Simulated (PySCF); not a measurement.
Compound: C3H9As.
Numbering: `[CH3:1][As:2]([CH3:3])[CH3:4]` (hydrogens: H5, H6, H7 on C1; H8, H9, H10 on C3; H11, H12, H13 on C4)

Level of theory: PBE0-D3(BJ)/def2-SVP geometry optimisation, gas phase in PySCF 2.14.0.

Problem. What internal coordinates does the optimisation give?

Solution. 
```json
{"bond": "C1–As2, As2–C3, As2–C4", "length (Å)": "1.966"}
{"bond": "C1–H5 and 8 like bonds", "length (Å)": "1.100"}
```

Bonds in one row agree within 0.01 Å and their mean is given. A selection of angles:
```json
{"angle": "As2–C1–H5", "degrees": "111.6"}
{"angle": "As2–C1–H6", "degrees": "109.4"}
{"angle": "H5–C1–H6", "degrees": "109.1"}
{"angle": "H6–C1–H7", "degrees": "108.1"}
{"angle": "C1–As2–C3", "degrees": "97.0"}
```

All 3 As–C bonds measure 1.966 Å. As2 (arsenic bonded to 3 C) is pyramidal (angles 97.0°, 97.0° and 97.0°, sum 291.0°, 0.99 Å off the plane of its three neighbours).

Point group: C3v (tolerance 0.08 Å). PBE0-D3(BJ)/def2-SVP frequencies: not computed here.
